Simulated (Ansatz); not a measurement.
Wavefunction ladder for CH$_{6}$BrGaO$_{2}$Si, SMILES `C[O][Ga]([Br])[O][SiH3]`

```xyz
12

C     2.144    1.322   -0.355
O     1.607    0.485   -1.359
Ga    0.124   -0.429   -1.115
Br   -0.685   -1.750   -2.756
O    -0.703   -0.280    0.439
Si   -2.041   -0.870    1.177
H     2.204    2.347   -0.732
H     1.550    1.328    0.565
H     3.156    0.986   -0.109
H    -2.531    0.149    2.140
H    -1.712   -2.119    1.915
H    -3.114   -1.168    0.190
```

The species carries charge 0 and has multiplicity 1. Correlated methods include outer-core shells of Br, Ga, which these sets cover unevenly. Scalar relativity is left out up to krypton. The geometry is a stationary point of PBE0-D4/def2-TZVP. It is one conformer, not always the lowest. Frozen core, restricted reference, Ansatz.

```json
{"basis": "def2-SVP", "HF (Eh)": "-4975.03420", "MP2 corr.": "-1.04586", "CCSD corr.": "-1.07670", "(T)": "?", "CCSD(T) total": "?"}
{"basis": "def2-TZVPP", "HF (Eh)": "-4975.94031", "MP2 corr.": "-1.26312", "CCSD corr.": "?", "(T)": "?", "CCSD(T) total": "?"}
{"basis": "def2-QZVPP", "HF (Eh)": "-4976.04892", "MP2 corr.": "?", "CCSD corr.": "–", "(T)": "–", "CCSD(T) total": "–"}
```

Fill in the withheld values. (Best estimate.)

The calculation gave: def2-SVP (T): -0.02817; def2-SVP CCSD(T) total: -4976.13907; def2-TZVPP CCSD corr.: -1.29270; def2-TZVPP (T): -0.04845; def2-TZVPP CCSD(T) total: -4977.28146; def2-QZVPP MP2 corr.: -1.88595.
